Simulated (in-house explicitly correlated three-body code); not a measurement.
Computed with an exponentially correlated three-body code. Model: two electrons around a point charge, non-relativistic, variational in 260 exponentially correlated functions (energies converged to about 1e-7 hartree, or 1e-8 relative for large Z).

Command:
```bash
python run_hyl.py task.json out
```
Settings (lengths in bohr, energies in hartree):
```
Z                      20
screening              0.4
interaction_strength   1
functions              260
states_tried           13
```

Run time, properties included: 34 s on 1 thread of Intel(R) Xeon(R) 6975P-C (Granite Rapids), with other jobs on the host.

**Those bound S and P states to n = 4 that converged, binding against the one-electron ion.**

Given: nuclear charge 20; Yukawa screening of all interactions 0.4 1/bohr.

Computed: one-electron threshold -192.118442 hartree.

```
term  energy (hartree)  binding (eV)
1 1S       -372.289789        4902.7
2 3S        -231.25486          1065
2 3P                 ?             ?
2 1S       -230.450282        1043.1
2 1P       -229.862423        1027.1
3 3S       -205.866115        374.09
3 1S       -205.660953        368.51
3 3P                 ?             ?
3 1P       -205.450697        362.79
4 3S       -197.557971        148.02
4 1S       -197.481603        145.94
4 3P       -197.427555        144.47
4 1P       -197.369351        142.88
```

**Question.** What belongs in the row 2 3P?

**Answer.** energy (hartree): -230.457007; binding (eV): 1043.2.

**Question.** What belongs in the row 3 3P?

**Answer.** energy (hartree): -205.606097; binding (eV): 367.02.

**Converged states only, values per electron or pair (inverse distances are <exp(-kr)/r>).**

| term | mean r (bohr) | mean r squared (bohr²) | mean inverse r (1/bohr) | mean r12 (bohr) | mean inverse r12 (1/bohr) | mean cosine | mean p1 dot p2 (bohr⁻²) | delta r1 (bohr⁻³) | delta r12 (bohr⁻³) |
| --- | --- | --- | --- | --- | --- | --- | --- | --- | --- |
| 1 1S | 0.076466 | 0.0078158 | 19.288 | 0.11205 | 11.79 | -0.0066512 | 2.5459 | 2461.2 | 288.32 |
| 2 3S | 0.19244 | 0.059742 | 12.007 | 0.32263 | 3.2752 | -0.0022873 | 0.19904 | 1417 | - |
| 2 3P | 0.1683 | 0.044852 | 11.988 | 0.27988 | 3.972 | -0.075022 | -28.137 | 1267.5 | - |
| 2 1S | ? | ? | ? | ? | ? | ? | ? | ? | ? |
| 2 1P | 0.17025 | 0.046072 | 11.97 | 0.27138 | 4.4871 | 0.064643 | 27.703 | 1273.7 | 16.154 |
| 3 3S | 0.3939 | 0.29231 | 10.667 | 0.71809 | 1.4282 | -0.00075623 | 0.057141 | 1313.3 | - |
| 3 1S | 0.39757 | 0.29839 | 10.661 | 0.72451 | 1.6166 | -0.0011638 | 0.070467 | 1312.5 | 14.901 |
| 3 3P | 0.37109 | 0.26024 | 10.661 | 0.67363 | 1.6112 | -0.016925 | -6.2338 | 1271.3 | - |
| 3 1P | ? | ? | ? | ? | ? | ? | ? | ? | ? |
| 4 3S | 0.69611 | 0.9789 | 10.203 | 1.32 | 0.69138 | -0.00030366 | 0.022045 | 1288.2 | - |
| 4 1S | 0.7015 | 0.99505 | 10.201 | 1.3305 | 0.76089 | -0.00045943 | 0.02793 | 1287.9 | 5.702 |
| 4 3P | 0.67535 | 0.92568 | 10.201 | 1.2789 | 0.75894 | -0.0060734 | -2.2228 | 1272.1 | - |
| 4 1P | 0.67956 | 0.93793 | 10.199 | 1.2865 | 0.81 | 0.005204 | 2.2892 | 1272.5 | 1.9382 |

**Question.** What belongs in the row 2 1S?

**Answer.** mean r (bohr): 0.19487; mean r squared (bohr²): 0.061552; mean inverse r (1/bohr): 11.985; mean r12 (bohr): 0.32337; mean inverse r12 (1/bohr): 4.0141; mean cosine: -0.0037695; mean p1 dot p2 (bohr⁻²): 0.22631; delta r1 (bohr⁻³): 1413; delta r12 (bohr⁻³): 53.395.

**Question.** What belongs in the row 3 1P?

**Answer.** mean r (bohr): 0.37397; mean r squared (bohr²): 0.2647; mean inverse r (1/bohr): 10.656; mean r12 (bohr): 0.67686; mean inverse r12 (1/bohr): 1.7481; mean cosine: 0.014553; mean p1 dot p2 (bohr⁻²): 6.3582; delta r1 (bohr⁻³): 1272.6; delta r12 (bohr⁻³): 4.939.

**Electric-dipole lines between converged S and P states, rate of the upper state's decay.**

```
s state  p state  p minus s (eV)  oscillator strength from s  rate (1/s)
   1 1S     2 1P          3875.6                     0.77279   1.679e+14
   1 1S     3 1P          4539.9                     0.14883  4.4368e+13
   1 1S     4 1P          4759.8                     0.05089  1.6676e+13
   2 1S     2 1P               ?                           ?           ?
   2 1S     3 1P          680.27                     0.39769  2.6619e+12
   2 1S     4 1P          900.18                    0.090897  1.0654e+12
   3 1S     2 1P         -658.56                   -0.046317  8.7163e+11
   3 1S     3 1P          5.7214                    0.065709  3.1111e+07
   3 1S     4 1P          225.63                     0.41285  3.0399e+11
   4 1S     2 1P         -881.13                  -0.0097054  3.2696e+11
   4 1S     3 1P         -216.85                    -0.10548  2.1523e+11
   4 1S     4 1P          3.0545                     0.12577  1.6973e+07
   2 3S     2 3P          21.711                    0.039215  2.6736e+08
   2 3S     3 3P          697.94                     0.38785  2.7327e+12
   2 3S     4 3P          920.49                    0.089403  1.0957e+12
   3 3S     2 3P         -669.15                   -0.046879  9.1084e+11
   3 3S     3 3P          7.0754                    0.079873  5.7836e+07
   3 3S     4 3P               ?                           ?           ?
   4 3S     2 3P         -895.23                  -0.0097232  3.3813e+11
   4 3S     3 3P            -219                    -0.10803  2.2483e+11
   4 3S     4 3P          3.5488                     0.14413  2.6255e+07
```

**Question.** What belongs in the row 2 1S 2 1P?

**Answer.** p minus s (eV): 15.996; oscillator strength from s: 0.029674; rate (1/s): 1.0983e+08.

**Question.** What belongs in the row 3 3S 4 3P?

**Answer.** p minus s (eV): 229.62; oscillator strength from s: 0.40286; rate (1/s): 3.0724e+11.

**Static dipole response.**

```
state  polarisability (bohr³)
 1 1S              6.0643e-05
 2 1S                0.086766
 2 3S                0.062446
```
